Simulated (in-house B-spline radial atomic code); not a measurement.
# The scandium ion Sc²⁺: [Ne] 3s2 3p5 3d1 5f1 (an excited or competing configuration)

Level of theory: Dirac-Hartree-Fock, average of configuration, Fermi nucleus of rms radius 3.5459 fm; calculated with a B-spline radial code for spherical atoms.

Effective charges: Z_r = [3n² - l(l+1)]/(2<r>) from the radius, Z_e = n√(-2ε) from the energy, and Slater's rules. Values are occupation-weighted means over j.

```csv
shell,electrons,ε (eV),<r> (bohr),Z_r,Z_e,Slater
1s,2,-4574.9,0.07297,20.56,18.34,20.70
2s,2,-556.48,0.3402,17.63,12.79,16.85
2p,6,-459.19,0.3063,16.32,11.62,16.85
3s,2,-98.373,1.054,12.81,8.07,10.10
3p,5,-71.976,1.127,11.09,6.90,10.10
3d,1,-37.45,1.341,7.83,4.98,4.00
5f,1,-4.9372,10.36,3.04,3.01,3.00
```

The least bound orbital is 5f5/2 at -4.937 eV, and it is also the most diffuse (<r> = 10.36 bohr).

Spin-orbit splittings of the orbital energies (j = l + 1/2 above j = l - 1/2 when positive): 2p 4.764 eV, 3p 0.5751 eV, 3d 0.03517 eV, 5f -6.807e-05 eV.

For the 1s electron the small component carries 0.565 % of the norm, the zero-frequency Breit interaction raises the level by 4.212 eV, self-energy by 1.975 eV, and vacuum polarisation lowers it by 0.1497 eV.
